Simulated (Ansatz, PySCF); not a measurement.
This PySCF input computes a PBE0/def2-TZVPD energy:

```python
from pyscf import gto, scf, dft

mol = gto.M(
    atom='''
    Ga    0.00000000    0.00000000    0.00000000
    Br    0.00000000    0.00000000    2.18365261
    Br   -0.00000000   -0.00000000   -2.18365261
    ''',
    basis='def2-tzvpd',
    charge=1,
    spin=0,
    verbose=4,
)

mf = dft.RKS(mol, xc='pbe0').density_fit(auxbasis='def2-universal-jkfit')
mf.grids.level = 3
mf.conv_tol = 1e-9
mf.max_cycle = 100
mf.max_memory = 1500
mf.kernel()
if not mf.converged:
    mf = mf.newton()
    mf.kernel(mf.make_rdm1())
mf.analyze()
```

Write an input for the same energy in Ansatz (an electronic-structure program) and say what it gives.


Ansatz 0.2 input:
```yaml
crystal:
  periodic: [false, false, false]
  atoms:
    - {symbol: Ga, position_ang: [0.00000000, 0.00000000, 0.00000000]}
    - {symbol: Br, position_ang: [0.00000000, 0.00000000, 2.18365261]}
    - {symbol: Br, position_ang: [-0.00000000, -0.00000000, -2.18365261]}
basis:
  gaussian:
    orbitals: def2-TZVPD
hamiltonian:
  xc: {name: PBE0}
total_charge: 1
output: {forces: true}
```
It gives -7072.12092 Eh, and PySCF -7072.12098 Eh, a difference of 0.06 mEh, from the treatment of integrals and grids.

It need not be the lowest isomer of its formula.
